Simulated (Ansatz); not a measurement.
Frontier orbitals of C$_{2}$H$_{6}$FGaS, SMILES `C[S][Ga]([CH3])[F]`.

Charge 0, multiplicity 1. Correlated methods include outer-core shells of Ga, which these sets cover unevenly. Scalar relativity is left out up to krypton. The structure was optimised at the PBE0-D4/def2-TZVP level. It is one conformer, not always the lowest. Basis def2-TZVPP, the Gaussian-basis code of Ansatz.

Orbital energies of one run (eV). Highest occupied ones, from the top: -6.16, -6.99, -8.45, -8.81, -8.85, -9.46, -10.17, -10.27, -10.79, -10.82, -11.52, -15.70, -17.24, -19.26. Empty: -1.71, -1.43, -0.76, 0.67, 0.81, 1.23.

(1) Which functional gave them?
A. ωB97X-V
B. r2SCAN0
C. LDA (SPW92)
D. BHLYP

Results:

(1) C. HOMO energies: LDA (SPW92) -6.16, ωB97X-V -9.57, BHLYP -8.29, r2SCAN0 -7.40 eV.
